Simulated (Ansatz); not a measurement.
Reaction (formal hydrolysis of a Ti–F bond): `[F][Ti]([F])([F])[SeH]` + H₂O → `[OH][Ti]([F])([F])[SeH]` + H–F

Gas-phase electronic energies from Ansatz, PBE0-D4/def2-TZVP geometries. CBS: MP2 limit from def2 TZ/QZ plus the TZ coupled-cluster correction, frozen cores. This one scheme is used for every species. DFT in def2-TZVPP. B3LYP here is the variant with VWN-RPA as its local correlation; programs differ in this. For Se, Ti outer-core shells are correlated without core-valence functions, which leaves a few kJ/mol of doubt a bond. Scalar relativity is left out up to krypton. Each species was taken in one conformer, which may not be the lowest.

```json
{"level": "r2SCAN-D4", "ΔE (kJ/mol)": "42.2", "difference from CCSD(T)/CBS": "12.3"}
{"level": "B3LYP-D4", "ΔE (kJ/mol)": "37.2", "difference from CCSD(T)/CBS": "7.3"}
{"level": "ωB97X-V", "ΔE (kJ/mol)": "39.6", "difference from CCSD(T)/CBS": "9.7"}
{"level": "ωB97M-V", "ΔE (kJ/mol)": "37.8", "difference from CCSD(T)/CBS": "7.9"}
{"level": "B2PLYP", "ΔE (kJ/mol)": "36.9", "difference from CCSD(T)/CBS": "7.0"}
{"level": "PBE", "ΔE (kJ/mol)": "42.5", "difference from CCSD(T)/CBS": "12.6"}
{"level": "r2SCAN", "ΔE (kJ/mol)": "42.8", "difference from CCSD(T)/CBS": "12.9"}
{"level": "PBE0", "ΔE (kJ/mol)": "38.4", "difference from CCSD(T)/CBS": "8.5"}
{"level": "B3LYP", "ΔE (kJ/mol)": "40.6", "difference from CCSD(T)/CBS": "10.7"}
{"level": "MP2/def2-TZVPP", "ΔE (kJ/mol)": "28.2", "difference from CCSD(T)/CBS": "-1.7"}
{"level": "SCS-MP2/def2-TZVPP", "ΔE (kJ/mol)": "31.6", "difference from CCSD(T)/CBS": "1.7"}
{"level": "CCSD(T)/def2-TZVPP", "ΔE (kJ/mol)": "32.0", "difference from CCSD(T)/CBS": "2.1"}
{"level": "MP2/def2-QZVPP", "ΔE (kJ/mol)": "27.6", "difference from CCSD(T)/CBS": "-2.3"}
{"level": "SCS-MP2/def2-QZVPP", "ΔE (kJ/mol)": "31.1", "difference from CCSD(T)/CBS": "1.2"}
{"level": "HF/CBS(def2)", "ΔE (kJ/mol)": "40.0", "difference from CCSD(T)/CBS": "10.1"}
{"level": "CCSD/CBS(def2)", "ΔE (kJ/mol)": "30.8", "difference from CCSD(T)/CBS": "0.9"}
{"level": "CCSD(T)/CBS", "ΔE (kJ/mol)": "29.9", "difference from CCSD(T)/CBS": "0"}
```

Largest T1 diagnostic among the species: 0.023, so the coupled-cluster value is less sure than usual.

The D4 term adds −3.4 kJ/mol with B3LYP and −1.8 kJ/mol with PBE0; it sums over pairs of atoms, weighted by their polarisabilities, and B3LYP, whose exchange is more repulsive, gets the larger term. From PBE to PBE0 (25 % exact exchange), in def2-TZVPP and without D4, ΔE moves by −4.2 kJ/mol. In def2-TZVPP, CCSD(T) changes the Hartree–Fock value by −5.8 kJ/mol (the triples alone add −0.9 kJ/mol) and MP2 by −9.7 kJ/mol.
